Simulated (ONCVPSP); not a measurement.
**Cutoff test, antimony, ONCV**

```json
{
  "Element": "Sb (Z = 51)",
  "Generator": "ONCVPSP 4.0.1",
  "Type": "optimised norm-conserving Vanderbilt (ONCV)",
  "Functional": "Wu-Cohen",
  "Relativity": "scalar-relativistic",
  "Frozen core": "[Ar] 3d10",
  "Valence charge": "23",
  "Reference configuration": "4s2 4p6 4d10 5s2 5p3",
  "Partial waves": "4s+5s: rc 1.00 bohr, ncon 4, nbas 8, qcut 9.3 1/bohr, 2 projectors; 4p+5p: rc 1.60 bohr, ncon 4, nbas 7, qcut 9.7 1/bohr, 2 projectors; 4d: rc 1.65 bohr, ncon 4, nbas 8, qcut 11.3 1/bohr, 2 projectors, debl 3 Ha",
  "Local potential": "polynomial inside 0.95 bohr (lpopt 5, dvloc0 0 Ha)",
  "Core correction": "Teter function fitted to the true core (icmod 2), fcfact 0.5"
}
```

Q: For each optimised wave give the share of its norm inside rc, the residual kinetic energy above qcut (Ha) and the cutoffs (Ha) for errors of 10, 1, 0.1 and 0.01 mHa per electron.

A:

```json
{"wave": "4s", "norm inside rc": "0.799", "residual KE": "1.6e-03", "10 mHa": "35.9", "1 mHa": "55.9", "0.1 mHa": "166.3", "0.01 mHa": "207.4"}
{"wave": "5s", "norm inside rc": "0.050", "residual KE": "5.5e-04", "10 mHa": "31.4", "1 mHa": "40.9", "0.1 mHa": "70.0", "0.01 mHa": "161.7"}
{"wave": "4p", "norm inside rc": "0.981", "residual KE": "3.2e-08", "10 mHa": "21.9", "1 mHa": "27.9", "0.1 mHa": "33.0", "0.01 mHa": "37.4"}
{"wave": "5p", "norm inside rc": "0.083", "residual KE": "4.0e-08", "10 mHa": "16.2", "1 mHa": "22.1", "0.1 mHa": "27.0", "0.01 mHa": "31.0"}
{"wave": "4d", "norm inside rc": "0.916", "residual KE": "8.3e-09", "10 mHa": "32.9", "1 mHa": "40.5", "0.1 mHa": "46.7", "0.01 mHa": "51.9"}
{"wave": "d projector 2", "norm inside rc": "0.102", "residual KE": "1.2e-08", "10 mHa": "29.6", "1 mHa": "38.3", "0.1 mHa": "45.9", "0.01 mHa": "51.8"}
```

The occupied waves need 56 Ha and 166 Ha for 1 and 0.1 mHa.
